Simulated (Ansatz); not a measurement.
System: C$_{2}$H$_{7}$GeO, charge 0, multiplicity 2. It need not be the lowest isomer of its formula. 
Geometry from a B3LYP-D3(BJ)/def2-TZVP (Ansatz, an electronic-structure program) optimisation:
SMILES: [CH2]C[O][GeH3]
```xyz
11

C     -2.9186     0.0628     0.0988
C     -1.5557    -0.4555     0.3355
O     -0.5978     0.3928    -0.2786
Ge     1.1412     0.0272    -0.0582
H     -3.0555     1.0937    -0.1924
H     -3.7803    -0.5520     0.3174
H     -1.4708    -1.4856    -0.0489
H     -1.3591    -0.5272     1.4229
H      1.8679     1.1297    -0.8338
H      1.4725     0.0591     1.4482
H      1.4357    -1.3755    -0.6285
```
Charge 0, spin multiplicity 2.

Wanted: atomisation energy (electronic, to ground-state atoms), in kJ/mol. Cores are frozen in the correlated levels unless marked. UHF or UKS for open shells. No spin-orbit coupling. Frozen are the shells of the preceding noble gas and the d and f shells that filled before the atom's block. No relativistic terms. The coupled-cluster limit lacks core correlation, which all-electron functionals hold. Basis-set limits of correlation are two-point, X^-3; Hartree-Fock from the larger set.

```json
[
 {"level": "BLYP/def2-TZVPD", "program": "Ansatz", "atomisation energy (kJ/mol)": "3655.6"},
 {"level": "revPBE-D3(BJ)/def2-TZVPD", "program": "Ansatz + dftd3", "atomisation energy (kJ/mol)": "3664.8"},
 {"level": "B97M-V/def2-TZVPD", "program": "Ansatz", "atomisation energy (kJ/mol)": "3735.4"},
 {"level": "PBE0-D3(BJ)/def2-TZVPD", "program": "Ansatz + dftd3", "atomisation energy (kJ/mol)": "3711.1"}
]
```

### Question
What does CCSD(T)/CBS(cc-pVTZ,cc-pVQZ) (Ansatz) give?

### Answer
3713.1 kJ/mol
